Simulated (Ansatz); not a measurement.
Geometry optimisation, UKS CAM-B3LYP-D4/STO-3G in Ansatz 0.2.0.

input.yaml

```yaml
crystal:
  periodic: [false, false, false]
  atoms:
    - { symbol: H, position_ang: [-0.5, 0.077, 0.4677] }
    - { symbol: Si, position_ang: [0.3568, -0.471, -1.1042] }
    - { symbol: F, position_ang: [1.5823, 0.4904, -1.4337] }
    - { symbol: F, position_ang: [1.0188, -1.9099, -1.0026] }
    - { symbol: F, position_ang: [-0.4957, -0.4989, -2.4427] }
    - { symbol: "N", position_ang: [-0.9338, 0.5633, 1.6384] }
    - { symbol: H, position_ang: [-0.7576, 1.5616, 1.5669] }
    - { symbol: H, position_ang: [-0.2707, 0.1875, 2.3102] }
magnetization:
  spin_polarized: true
  initial_magnetization: 1
basis:
  gaussian: { orbitals: STO-3G }
hamiltonian:
  xc: cam_b3lyp
  dispersion: d4
relax:
  f_tol: 0.15
  max_steps: 25
  restrain:
    - { distance: [0, 5], at: 2.32, k: 30.0 }
    - { distance: [1, 0], at: 1.42, k: 30.0 }
output:
  orbitals: {}
```

Run as:

```bash
$ ansatz run input.yaml --threads 1 --pin off --max-ram 2048MiB --backend cpu --events-out ev --progress --plain --runs-dir out
```

**Question.** Where does it end, and by what steps?

**Answer.** The forces met the threshold. The restraints hold the end off the free minimum. Limits of this set-up: minimal basis. After 5 steps the energy has fallen by 0.363 eV (the restraints' own energy left out); H1 moved furthest, 0.58 Å. Joined: H1–Si2.

```json
{"step": "0", "energy less start (eV)": "0.0000", "largest force component (eV/Å)": "4.295", "accepted": "yes"}
{"step": "1", "energy less start (eV)": "0.0093", "largest force component (eV/Å)": "2.497", "accepted": "yes"}
{"step": "2", "energy less start (eV)": "-0.1936", "largest force component (eV/Å)": "2.013", "accepted": "yes"}
{"step": "3", "energy less start (eV)": "-0.2408", "largest force component (eV/Å)": "1.877", "accepted": "yes"}
{"step": "4", "energy less start (eV)": "-0.3255", "largest force component (eV/Å)": "1.313", "accepted": "yes"}
{"step": "5", "energy less start (eV)": "-0.3630", "largest force component (eV/Å)": "0.351", "accepted": "yes"}
```

```xyz
8
Properties=species:S:1:pos:R:3
H -0.361 -0.155 -0.051
Si 0.399 -0.520 -1.211
F 1.616 0.522 -1.464
F 1.051 -1.996 -1.051
F -0.516 -0.532 -2.550
N -1.128 0.681 1.969
H -0.768 1.692 1.807
H -0.293 0.307 2.551
```

Whether the end is a true minimum wasn't checked by a vibrational analysis.

The run took 19 s on 1 thread of Arm Neoverse V1, on a shared host, peak memory 0.14 GiB.
